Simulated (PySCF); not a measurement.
# Core binding energy against partial charge

C6H10OSi2.
Geometry (PBE0-D3(BJ)/def2-SVP, Å), atoms numbered from 1 in this order:
```xyz
19
C6H10OSi2 angstrom
Si    -3.7527   -0.2265   -0.9452
C     -2.3802   -0.1446    0.3290
C     -1.4355    0.8128    0.3598
Si    -0.0548    0.8730    1.6236
C      1.5559    0.6313    0.7105
C      1.8315    0.1900   -0.5594
C      3.2511    0.2022   -0.7025
C      3.7362    0.6493    0.4916
O      2.7310    0.9099    1.3429
H     -3.6059    0.9184   -1.8939
H     -3.6863   -1.5140   -1.7044
H     -5.0934   -0.1580   -0.2850
H     -2.3474   -0.9325    1.0965
H     -1.4618    1.6018   -0.4067
H     -0.0184    2.1917    2.3272
H     -0.2806   -0.2051    2.6353
H      1.0948   -0.1105   -1.3025
H      3.8350   -0.0818   -1.5753
H      4.7421    0.8286    0.8642
```

Binding energies: delta-SCF UKS SCAN, pcX-2 on the ionised atom, pcseg-1 elsewhere, spin-free X2C in PySCF 2.14.0. Charges: PBE0/pcSseg-1 ground-state density, for the ionised atom.

```csv
atom,environment,C 1s (eV),Mulliken (e),IAO (e),Hirshfeld (e),ESP (e)
C3,alkene CH carbon,290.11,-0.425,-0.402,-0.124,-0.235
C2,alkene CH carbon,290.16,-0.400,-0.393,-0.123,-0.247
C6,aromatic CH carbon,290.25,-0.150,-0.199,-0.083,-0.174
C7,aromatic CH carbon,290.37,-0.171,-0.224,-0.091,-0.280
C5,substituted aromatic carbon,290.93,-0.063,-0.141,-0.052,+0.031
C8,aromatic CH next to a ring oxygen,291.47,+0.157,+0.015,+0.012,-0.036
```

Task: How well does each charge scheme correlate with the binding energies over these sites?

Result: Hirshfeld: r = 0.97, slope 10.3 eV per e; Mulliken: r = 0.92, slope 2.3 eV per e; IAO: r = 0.91, slope 3.1 eV per e; ESP: r = 0.82, slope 3.5 eV per e. Hirshfeld charges have the highest r, on only 6 points.

Task: The point-charge model writes a binding energy as kq + V + constant, with V the potential of the other atoms' charges at the site. What does it give with the Hirshfeld charges?

Result: V = Σ 14.40 eV Å × q/r over all other atoms: +1.43 eV at C3, +1.40 eV at C2, +0.25 eV at C6, +0.53 eV at C7, +0.16 eV at C5, -0.56 eV at C8. Fitting binding energy − V to q gives k = 24.6 eV per e and leaves an rms residual of 0.16 eV, against 0.12 eV for the fit on q alone. The model has no term for differences in relaxation between sites.

One conformer (not necessarily the lowest) at the PBE0-D3(BJ)/def2-SVP geometry, without solvent, vibrations or thermal averaging.
